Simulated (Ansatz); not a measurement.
The inner images of a band of CH₉BN₂ (13 atoms, charge 0, multiplicity 1) are given out of order.

Computed with RKS PBE0/6-31G* in Ansatz.

First end point:

```xyz
13
Properties=species:S:1:pos:R:3
B -0.153 0.303 0.463
N 0.246 -0.353 1.751
H -0.419 -1.036 2.091
H 1.154 -0.799 1.728
H 0.702 0.320 -0.409
H -1.267 0.014 0.052
N -0.329 1.935 0.835
H -0.706 2.429 0.028
C 0.915 2.560 1.306
H 1.278 1.947 2.133
H 1.643 2.528 0.493
H 0.763 3.593 1.632
H -1.031 1.978 1.573
```

Last end point:

```xyz
13
Properties=species:S:1:pos:R:3
B -0.089 0.597 0.413
N -0.414 -0.317 1.810
H -0.490 -1.317 1.629
H 0.318 -0.166 2.501
H 0.987 0.148 0.054
H -1.019 0.300 -0.316
N -0.091 2.014 0.871
H -0.803 2.582 0.432
C 1.152 2.743 0.981
H 1.891 2.133 1.515
H 1.612 3.015 0.013
H 1.027 3.671 1.557
H -1.286 0.016 2.217
```

Task: Put them in order from the first end to the last, with their energies above the first end.
A.
```xyz
13
Properties=species:S:1:pos:R:3
B -0.036 0.536 0.387
N -0.298 -0.349 1.828
H -1.129 -0.937 1.835
H 0.493 -0.893 2.163
H 1.072 0.192 0.018
H -0.940 0.189 -0.348
N -0.141 1.946 0.892
H -0.931 2.459 0.524
C 1.034 2.784 0.961
H 1.862 2.218 1.404
H 1.390 3.149 -0.018
H 0.864 3.662 1.600
H -0.444 0.465 2.430
```
B.
```xyz
13
Properties=species:S:1:pos:R:3
B -0.029 0.289 0.513
N -0.175 -0.532 1.766
H -0.965 -1.164 1.760
H 0.645 -1.070 2.016
H 1.080 0.283 0.007
H -0.938 0.170 -0.291
N -0.211 1.885 1.077
H -0.989 2.348 0.614
C 0.984 2.736 1.055
H 1.792 2.205 1.562
H 1.281 2.898 0.017
H 0.813 3.701 1.544
H -0.493 1.673 2.037
```
C.
```xyz
13
Properties=species:S:1:pos:R:3
B -0.035 0.395 0.370
N -0.253 -0.335 1.785
H -1.108 -0.870 1.899
H 0.528 -0.869 2.152
H 1.074 0.193 -0.070
H -0.951 0.178 -0.391
N -0.145 1.842 1.044
H -0.993 2.341 0.790
C 1.006 2.733 1.024
H 1.883 2.188 1.387
H 1.234 3.089 0.011
H 0.848 3.602 1.673
H -0.292 0.933 2.002
```
D.
```xyz
13
Properties=species:S:1:pos:R:3
B -0.062 0.575 0.405
N -0.356 -0.340 1.822
H -0.861 -1.208 1.657
H 0.498 -0.558 2.331
H 1.022 0.165 0.029
H -0.994 0.253 -0.310
N -0.116 1.994 0.862
H -0.844 2.531 0.410
C 1.096 2.774 0.979
H 1.856 2.196 1.518
H 1.549 3.066 0.015
H 0.926 3.696 1.554
H -0.918 0.278 2.406
```
E.
```xyz
13
Properties=species:S:1:pos:R:3
B -0.079 0.297 0.480
N 0.044 -0.447 1.779
H -0.691 -1.127 1.928
H 0.926 -0.924 1.913
H 0.926 0.331 -0.211
H -1.099 0.069 -0.149
N -0.294 1.908 0.945
H -0.888 2.400 0.281
C 0.950 2.651 1.182
H 1.559 2.069 1.876
H 1.486 2.736 0.235
H 0.765 3.647 1.597
H -0.810 1.811 1.820
```

Result: E (+3.9 kJ/mol), B (+7.7 kJ/mol), C (+73.0 kJ/mol), A (+19.9 kJ/mol), D (+15.6 kJ/mol).

The run took 4.7 min on 1 thread of Arm Neoverse V2, on a shared host, peak memory 0.15 GiB.
